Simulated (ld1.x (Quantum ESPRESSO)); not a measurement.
**An odd input for ld1.x (Quantum ESPRESSO) 7.5 (ruthenium)**

Command:

```bash
ld1.x < Ru.in > Ru.out
```

Input:

```
&input
   title='Ru', zed=44., rel=1, dft='BLYP', iswitch=3, rmax=500.,
   config='[Kr] 4d7 5s0 5p0',
   nld=3, rlderiv=3.30, eminld=-3.0, emaxld=5.0, deld=0.02
 /
 &inputp
   pseudotype=3, tm=.true., lloc=-1, rcloc=2.00,
   nlcc=.false.,
   file_pseudopw='Ru.UPF', file_wfcaegen='ae.wfc', file_wfcncgen='nc.wfc', file_beta='beta', file_chi='chi', file_wfcusgen='us.wfc'
 /
6
5S  1  0   0.00   0.00  2.60  2.85  0.0
5S  1  0   0.00   2.95  2.60  2.85  0.0
5P  2  1   0.00   0.00  2.35  3.05  0.0
5P  2  1   0.00   0.05  2.35  3.05  0.0
4D  3  2   7.00   0.00  1.20  1.50  0.0
4D  3  2   0.00   2.35  1.20  1.50  0.0
 &test
   configts(1)='4d7 5s0 5p0'
 /
```

This is an input that runs to its end, with one change: mesh end rmax=500.. The unchanged file is no sound one. Note: ghost states, extra bound levels that the all-electron valence spectrum of the same l lacks: s at -411.4 eV, s at -11.0 eV. A true bound ghost makes a file unfit for plane-wave use.

Q: How does the run end?

A: The program stops during the generation: "compute_phius: problems with find_qi". Messages: giving up minimization, the error is still        NaN; qmax not found.

```
     Exc  =    -267.531771 Ry,    -133.765885 Ha,   -3639.955175 eV

     normalization and overlap integrals

     s(1S/1S) =  1.000000  <r> =   0.0334  <r2> =    0.0015  r(max) =   0.0216
     s(2S/2S) =  1.000000  <r> =   0.1457  <r2> =    0.0250  r(max) =   0.1229
     s(2P/2P) =  1.000000  <r> =   0.1269  <r2> =    0.0197  r(max) =   0.0981
     s(3S/3S) =  1.000000  <r> =   0.4028  <r2> =    0.1858  r(max) =   0.3600
     s(3P/3P) =  1.000000  <r> =   0.4031  <r2> =    0.1890  r(max) =   0.3555
     s(4S/4S) =  1.000000  <r> =   1.0185  <r2> =    1.1765  r(max) =   0.9193
     s(4P/4P) =  1.000000  <r> =   1.1283  <r2> =    1.4614  r(max) =   0.9785
     s(3D/3D) =  1.000000  <r> =   0.3842  <r2> =    0.1768  r(max) =   0.3022
     s(4D/4D) =  1.000000  <r> =   1.6508  <r2> =    3.3494  r(max) =   1.2102
     s(5S/5S) =  1.000000  <r> =   3.0595  <r2> =   10.6295  r(max) =   2.5943
     s(5P/5P) =  1.000000  <r> =   3.9405  <r2> =   17.7354  r(max) =   3.3311

     ------------------------ End of All-electron run ------------------------

     --------------------- Generating US pseudopotential ---------------------

      Generating local potential from pseudized AE potential:
      Matching radius rcloc =   2.0000

      Local pseudo, rcloc= 1.995 Estimated cut-off energy=     6.06 Ry

      Wfc   5S  rcut= 2.627  Using Troullier-Martins method
      Wfc-us  5S rcutus= 2.832  Estimated cut-off energy=     5.71 Ry
     Message from routine find_coeff:
     giving up minimization, the error is still        NaN

      Wfc   5S  rcut= 2.627  Using Troullier-Martins method
     Message from routine find_qi:
     qmax not found

 %%%%%%%%%%%%%%%%%%%%%%%%%%%%%%%%%%%%%%%%%%%%%%%%%%%%%%%%%%%%%%%%%%%%%%%%%%%%%%
     Error in routine compute_phius (1):
     problems with find_qi
 %%%%%%%%%%%%%%%%%%%%%%%%%%%%%%%%%%%%%%%%%%%%%%%%%%%%%%%%%%%%%%%%%%%%%%%%%%%%%%

     stopping ...
```
